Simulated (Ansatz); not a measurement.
C6H14F2Si, SMILES `CC(C)[Si](F)(F)C(C)C`. Charge 0, multiplicity 1. Geometry: relaxed with PBE0-D4/def2-TZVP. It is one conformer, not always the lowest.

```xyz
23

C    -0.127   -1.796    1.420
C    -0.021   -1.585   -0.091
C    -0.764   -2.676   -0.862
Si   -0.608    0.112   -0.584
F    -2.185    0.199   -0.333
F    -0.412    0.278   -2.163
C     0.208    1.551    0.271
C     1.729    1.501    0.121
C    -0.359    2.883   -0.219
H    -1.166   -1.730    1.755
H     0.243   -2.787    1.698
H     0.450   -1.059    1.984
H     1.040   -1.628   -0.372
H    -1.831   -2.666   -0.626
H    -0.660   -2.555   -1.942
H    -0.377   -3.665   -0.597
H    -0.038    1.444    1.336
H     2.196    2.338    0.647
H     2.157    0.579    0.524
H     2.024    1.571   -0.930
H    -1.441    2.942   -0.080
H    -0.152    3.031   -1.283
H     0.095    3.718    0.324
```

Task: What is the dipole moment at PBE/def2-TZVPP? (Best estimate.)

Result: Computed: 2.17 D, with components (1.55, -0.28, 1.49) D in this frame, pointing from negative to positive charge.

Task: And with r2SCAN, B3LYP, ωB97M-V? (An estimate is asked.)

Result: The calculation gave: r2SCAN 2.20 D, B3LYP 2.26 D, ωB97M-V 2.23 D.

Task: Give the Mulliken charges with PBE, ωB97M-V, B3LYP in def2-TZVPP. (An estimate is asked.)

Result: Ansatz gave: 
| atom | PBE | ωB97M-V | B3LYP |
| --- | --- | --- | --- |
| C1 | -0.28 | -0.33 | -0.29 |
| C2 | -0.07 | -0.22 | -0.08 |
| C3 | -0.28 | -0.34 | -0.29 |
| Si4 | 0.69 | 0.84 | 0.83 |
| F5 | -0.29 | -0.31 | -0.33 |
| F6 | -0.29 | -0.31 | -0.33 |
| C7 | -0.07 | -0.22 | -0.08 |
| C8 | -0.28 | -0.33 | -0.29 |
| C9 | -0.28 | -0.34 | -0.29 |
| H10 | 0.09 | 0.13 | 0.10 |
| H11 | 0.08 | 0.11 | 0.08 |
| H12 | 0.08 | 0.11 | 0.09 |
| H13 | 0.05 | 0.09 | 0.05 |
| H14 | 0.09 | 0.12 | 0.09 |
| H15 | 0.10 | 0.12 | 0.10 |
| H16 | 0.07 | 0.10 | 0.08 |
| H17 | 0.05 | 0.09 | 0.05 |
| H18 | 0.08 | 0.11 | 0.08 |
| H19 | 0.08 | 0.11 | 0.09 |
| H20 | 0.09 | 0.13 | 0.10 |
| H21 | 0.10 | 0.12 | 0.10 |
| H22 | 0.09 | 0.12 | 0.09 |
| H23 | 0.07 | 0.10 | 0.08 |

B3LYP here is the variant with VWN-RPA as its local correlation; programs differ in this.
